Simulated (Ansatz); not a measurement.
Born–Oppenheimer molecular dynamics of AlFH$_{3}$NO (7 atoms, charge 0, multiplicity 1). It starts from a relaxed structure.

Level of theory: RKS PBE0-D4/def2-SVP in Ansatz 0.2.0.

| Quantity | Value |
| --- | --- |
| ensemble | NVT, Langevin thermostat |
| time step | 0.5 fs |
| steps asked | 150 |
| set temperature | 1000 K |
| friction | 0.05 /fs |
| seed | 356234 |

First frame:

```xyz
7
Properties=species:S:1:pos:R:3
Al -0.123 0.042 0.003
O -0.036 -0.235 1.669
H -0.755 -0.429 2.269
F 1.304 0.383 -0.772
N -1.595 -0.005 -0.958
H -2.526 -0.206 -0.614
H -1.621 0.169 -1.956
```

Question: What does the run give?

Answer: All steps were run.

```yaml
steps_done: 150
time_covered: 75 fs
mean_temperature_over_the_second_half: 863 K
spread_of_the_potential_energy_over_the_second_half: 23.3 meV per atom
mean_potential_energy_of_the_second_half_above_the_start: 62.5 meV per atom
```

The mean temperature of the second half is 14 % below the set value. A run of 0.075 ps of so small a system gives no equilibrium averages.

Question: What happens to the structure?

Answer: The same pairs are bonded in the first frame and the last. Pairs count as bonded within 1.25 times the sum of covalent radii (0.12 Å more for H–H). Another seed would give other details.

Question: How do temperature and energy run in time?

Answer: 
| time (fs) | T (K) | potential energy less start (eV) |
| --- | --- | --- |
| 0 | 857 | 0.000 |
| 6 | 523 | 0.411 |
| 12 | 596 | 0.462 |
| 18 | 395 | 0.534 |
| 24 | 798 | 0.303 |
| 30 | 644 | 0.686 |
| 36 | 553 | 0.770 |
| 42 | 1231 | 0.533 |
| 48 | 800 | 0.309 |
| 54 | 1007 | 0.306 |
| 60 | 695 | 0.342 |
| 66 | 921 | 0.333 |
| 72 | 788 | 0.500 |

The run took 5.8 min on 1 thread of Arm Neoverse V1 (shared host), peak memory 0.13 GiB.
